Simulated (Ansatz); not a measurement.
V(H2O)2OCl2 (VCl2O3H4), 10 atoms. Hardware: 4 threads of Intel Xeon 6975P-C on a shared host.

Problem. How many basis functions does each of these Ansatz runs have, and roughly what does it cost? PBE-D4/def2-SVP, charge 0 doublet, energy with a search over starts; PBE-D4/def2-TZVPD, charge -1 singlet at the geometry of the charge 0 doublet, energy, from earlier orbitals; PBE-D4/def2-TZVP, charge 1 triplet at the geometry of the charge 0 doublet, energy, from earlier orbitals; PBE0-D4/def2-TZVPD, charge -1 singlet at the geometry of the charge 0 doublet, energy; r2SCAN-D4/def2-TZVP, charge 0 doublet, energy, from earlier orbitals; revPBE-D4/def2-TZVP, charge 0 doublet, energy, from earlier orbitals; PBE0-D4/def2-SVP, charge 0 doublet, relaxation, 21 steps; PBE-D4/def2-TZVPD, charge -1 triplet at the geometry of the charge 0 doublet, energy, from earlier orbitals; PBE-D4/def2-TZVPD, charge 0 doublet, energy, from earlier orbitals; PBE0-D4/def2-TZVPD, charge -1 triplet at the geometry of the charge 0 doublet, energy; PBE0-D4/def2-TZVP, charge 0 doublet, energy, from earlier orbitals; PBE-D4/def2-TZVP, charge 1 singlet at the geometry of the charge 0 doublet, energy, from earlier orbitals.

Solution. Other jobs shared the machine, so times can vary by a factor of up to 3. A dash marks memory too small to be measured apart from the calling script's.

```json
{"run": "PBE-D4/def2-TZVP, charge 1 singlet at the geometry of the charge 0 doublet, energy, from earlier orbitals", "functions": "236", "fitting or Cholesky vectors": "1575", "wall time": "1.6 s", "peak host memory (GiB)": "–"}
{"run": "PBE-D4/def2-SVP, charge 0 doublet, energy with a search over starts", "functions": "129", "fitting or Cholesky vectors": "1433", "wall time": "1.9 s", "peak host memory (GiB)": "–"}
{"run": "revPBE-D4/def2-TZVP, charge 0 doublet, energy, from earlier orbitals", "functions": "236", "fitting or Cholesky vectors": "1575", "wall time": "2.7 s", "peak host memory (GiB)": "–"}
{"run": "PBE-D4/def2-TZVPD, charge -1 singlet at the geometry of the charge 0 doublet, energy, from earlier orbitals", "functions": "296", "fitting or Cholesky vectors": "1769", "wall time": "2.9 s", "peak host memory (GiB)": "0.6"}
{"run": "PBE-D4/def2-TZVP, charge 1 triplet at the geometry of the charge 0 doublet, energy, from earlier orbitals", "functions": "236", "fitting or Cholesky vectors": "1575", "wall time": "3.6 s", "peak host memory (GiB)": "–"}
{"run": "PBE-D4/def2-TZVPD, charge 0 doublet, energy, from earlier orbitals", "functions": "296", "fitting or Cholesky vectors": "1769", "wall time": "4.2 s", "peak host memory (GiB)": "0.69"}
{"run": "r2SCAN-D4/def2-TZVP, charge 0 doublet, energy, from earlier orbitals", "functions": "236", "fitting or Cholesky vectors": "1575", "wall time": "5.5 s", "peak host memory (GiB)": "0.56"}
{"run": "PBE0-D4/def2-TZVPD, charge -1 singlet at the geometry of the charge 0 doublet, energy", "functions": "296", "fitting or Cholesky vectors": "1879", "wall time": "5.5 s", "peak host memory (GiB)": "1.3"}
{"run": "PBE-D4/def2-TZVPD, charge -1 triplet at the geometry of the charge 0 doublet, energy, from earlier orbitals", "functions": "296", "fitting or Cholesky vectors": "1769", "wall time": "6 s", "peak host memory (GiB)": "0.71"}
{"run": "PBE0-D4/def2-TZVP, charge 0 doublet, energy, from earlier orbitals", "functions": "236", "fitting or Cholesky vectors": "1672", "wall time": "6.5 s", "peak host memory (GiB)": "1.1"}
{"run": "PBE0-D4/def2-TZVPD, charge -1 triplet at the geometry of the charge 0 doublet, energy", "functions": "296", "fitting or Cholesky vectors": "1879", "wall time": "27 s", "peak host memory (GiB)": "2.3"}
{"run": "PBE0-D4/def2-SVP, charge 0 doublet, relaxation, 21 steps", "functions": "129", "fitting or Cholesky vectors": "1378", "wall time": "42 s", "peak host memory (GiB)": "–"}
```
